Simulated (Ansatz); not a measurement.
All values below come from r2SCAN-D4/def2-SVP in Ansatz (an electronic-structure program). No frequencies were computed at this level.

Ansatz 0.2 input:
```yaml
crystal:
  periodic: [false, false, false]
  atoms:
    - { symbol: Ti, position_ang: [0.022618, 0.081746, 0.081362] }
    - { symbol: Cl, position_ang: [-1.363871, -1.488127, 0.470995] }
    - { symbol: Cl, position_ang: [1.902494, -0.578905, 0.845083] }
    - { symbol: Cl, position_ang: [0.271838, 0.238266, -2.029485] }
    - { symbol: N, position_ang: [-0.516322, 1.652517, 0.816313] }
    - { symbol: H, position_ang: [-0.235282, 2.584857, 0.507321] }
    - { symbol: H, position_ang: [-1.137964, 1.757266, 1.620631] }
basis:
  gaussian: { orbitals: def2-svp }
hamiltonian:
  xc: r2scan
  dispersion: d4
relax:
  max_steps: 150
```

Output:

```
Functional definition: r2SCAN
1253 factors; their error is unknown
mean field evaluation 1: about -62185.2970 eV, gradient 6.1e1 eV
mean field evaluation 2: about -62114.8991 eV, gradient 1.6e2 eV
mean field evaluation 4: about -62180.8182 eV, gradient 7.8e1 eV
mean field evaluation 8: about -62193.1447 eV, gradient 3.2e-2 eV
mean field -62193.08315627 eV, -2285.5536500071 hartree, gradient 1.9e-5 eV, S^2 0.000000; 0 other end points of the search recorded, 0 dependent functions left out
reference -62193.08319838 eV, -2285.5536515547 hartree; 41, 41 occupied and 68, 68 virtual orbitals, 1253 factors
relax step   1: F+E_penalty+E_count = -62193.14305793 eV  Δ(F+E_penalty+E_count) = +0.000e0 eV  max|allowed force component| = 1.073e0 eV/Å  Δτ_max = 0.0000 Å  (53 SCF iters, accepted)
these checks for a lower state are left out or cut short: starts, cluster_reference, orbital_swaps, neighbouring_geometries, increment
1253 factors; their error is unknown
mean field evaluation 16: about -62193.2968 eV, gradient 4.3e-3 eV
mean field -62193.23386649 eV, -2285.5591885053 hartree, gradient 5.2e-6 eV, S^2 0.000000; 0 other end points of the search recorded, 0 dependent functions left out
reference -62193.23390939 eV, -2285.5591900819 hartree; 41, 41 occupied and 68, 68 virtual orbitals, 1253 factors
relax step   2: F+E_penalty+E_count = -62193.29298558 eV  Δ(F+E_penalty+E_count) = -1.499e-1 eV  max|allowed force component| = 1.880e-1 eV/Å  Δτ_max = 0.1121 Å  (41 SCF iters, accepted)
these checks for a lower state are left out or cut short: starts, cluster_reference, orbital_swaps, neighbouring_geometries, increment
1253 factors; their error is unknown
mean field -62193.24080650 eV, -2285.5594435462 hartree, gradient 7.8e-6 eV, S^2 0.000000; 0 other end points of the search recorded, 0 dependent functions left out
reference -62193.24084931 eV, -2285.5594451193 hartree; 41, 41 occupied and 68, 68 virtual orbitals, 1253 factors
relax step   3: F+E_penalty+E_count = -62193.29995647 eV  Δ(F+E_penalty+E_count) = -6.971e-3 eV  max|allowed force component| = 1.089e-1 eV/Å  Δτ_max = 0.0475 Å  (34 SCF iters, accepted)
these checks for a lower state are left out or cut short: starts, cluster_reference, orbital_swaps, neighbouring_geometries, increment
1253 factors; their error is unknown
mean field evaluation 32: about -62193.2416 eV, gradient 3.7e-5 eV
mean field -62193.24156134 eV, -2285.5594712862 hartree, gradient 5.3e-6 eV, S^2 0.000000; 0 other end points of the search recorded, 0 dependent functions left out
reference -62193.24160412 eV, -2285.5594728582 hartree; 41, 41 occupied and 68, 68 virtual orbitals, 1253 factors
relax step   4: F+E_penalty+E_count = -62193.30073911 eV  Δ(F+E_penalty+E_count) = -7.826e-4 eV  max|allowed force component| = 7.238e-2 eV/Å  Δτ_max = 0.0138 Å  (36 SCF iters, accepted)
these checks for a lower state are left out or cut short: starts, cluster_reference, orbital_swaps, neighbouring_geometries, increment
1253 factors; their error is unknown
mean field -62193.24203248 eV, -2285.5594886001 hartree, gradient 5.3e-6 eV, S^2 0.000000; 0 other end points of the search recorded, 0 dependent functions left out
reference -62193.24207529 eV, -2285.5594901734 hartree; 41, 41 occupied and 68, 68 virtual orbitals, 1253 factors
relax step   5: F+E_penalty+E_count = -62193.30122692 eV  Δ(F+E_penalty+E_count) = -4.878e-4 eV  max|allowed force component| = 2.361e-2 eV/Å  Δτ_max = 0.0101 Å  (36 SCF iters, accepted)
these checks for a lower state are left out or cut short: starts, cluster_reference, orbital_swaps, neighbouring_geometries, increment
1253 factors; their error is unknown
mean field -62193.24206987 eV, -2285.5594899741 hartree, gradient 5.3e-6 eV, S^2 0.000000; 0 other end points of the search recorded, 0 dependent functions left out
reference -62193.24211268 eV, -2285.5594915473 hartree; 41, 41 occupied and 68, 68 virtual orbitals, 1253 factors
relax step   6: F+E_penalty+E_count = -62193.30125713 eV  Δ(F+E_penalty+E_count) = -3.020e-5 eV  max|allowed force component| = 5.717e-3 eV/Å  Δτ_max = 0.0069 Å  (37 SCF iters, accepted)
1253 factors; their error is unknown
mean field evaluation 64: about -62193.2421 eV, gradient 4.0e-2 eV
mean field -62193.24206987 eV, -2285.5594899741 hartree, gradient 6.9e-6 eV, S^2 0.000000; 1 other end points of the search recorded, 0 dependent functions left out
reference -62193.24211268 eV, -2285.5594915473 hartree; 41, 41 occupied and 68, 68 virtual orbitals, 1253 factors
Total energy: -62193.30129994 eV, -2285.5616666390 hartree
Atom 0 at     0.033907     0.026634     0.050788 Å, force    -0.001230     0.003623     0.002965 eV/Å
Atom 1 at    -1.480517    -1.461423     0.567458 Å, force    -0.000345    -0.000506     0.000873 eV/Å
Atom 2 at     1.970974    -0.526413     0.928289 Å, force     0.000118    -0.000833    -0.000160 eV/Å
Atom 3 at     0.274843     0.373577    -2.094877 Å, force     0.000910     0.001009    -0.001320 eV/Å
Atom 4 at    -0.519860     1.613414     0.787154 Å, force     0.002984     0.000658    -0.005717 eV/Å
Atom 5 at    -0.222667     2.533248     0.459510 Å, force    -0.002120    -0.004385     0.001623 eV/Å
Atom 6 at    -1.113170     1.688584     1.613896 Å, force    -0.000317     0.000434     0.001737 eV/Å
Dipole moment:    -0.244103     0.573929     0.250246 e Å
```

Cost: very roughly 60 core-seconds.
